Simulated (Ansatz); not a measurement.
A run for Ansatz (a quantum-chemistry and plane-wave program): U-BHLYP/def2-TZVPP on CH3N (SMILES [CH]N), 2S+1 = 1, a spin state set in the input, which need not be the lowest.

Ansatz 0.2 input:
```yaml
crystal:
  periodic: [false, false, false]
  atoms:
    - {symbol: C, position_ang: [0.69308464, -0.37122937, 0.01873186]}
    - {symbol: N, position_ang: [-0.50291908, 0.15175328, -0.00697891]}
    - {symbol: H, position_ang: [1.40624202, 0.47276082, -0.03092616]}
    - {symbol: H, position_ang: [-0.72992403, 1.14501821, -0.06212570]}
    - {symbol: H, position_ang: [-1.31439225, -0.45267574, 0.02951309]}
basis:
  gaussian:
    orbitals: def2-TZVPP
hamiltonian:
  xc: {name: BHLYP}
magnetization: {spin_polarized: true, initial_magnetization: 0}
```

The log:

```
WARN ansatz: RAYON_NUM_THREADS=1 ignored (pool sized by the plan → 1); use --threads N
Functional definition: BHLYP
integrals: 0.02 GiB planned
567 factors; their error is unknown
mean field: 0.29 GiB planned
mean field evaluation 1: about -2570.2050 eV, gradient 2.6e1 eV
mean field evaluation 2: about -2570.8628 eV, gradient 2.3e1 eV
mean field evaluation 4: about -2572.9490 eV, gradient 1.1e0 eV
mean field evaluation 8: about -2572.9727 eV, gradient 7.2e-3 eV
mean field evaluation 16: about -2572.7456 eV, gradient 1.5e0 eV
mean field -2572.97270049 eV, -94.5550027193 hartree, gradient 1.2e-5 eV, S^2 0.000000; 1 other end points of the search recorded, 0 dependent functions left out
reference -2572.97282813 eV, -94.5550074103 hartree; 8, 8 occupied and 96, 96 virtual orbitals, 567 factors
Total energy: -2572.97282813 eV, -94.5550074103 hartree
```

The run converged.

Cost: about 2.8 core-seconds (a rough figure).
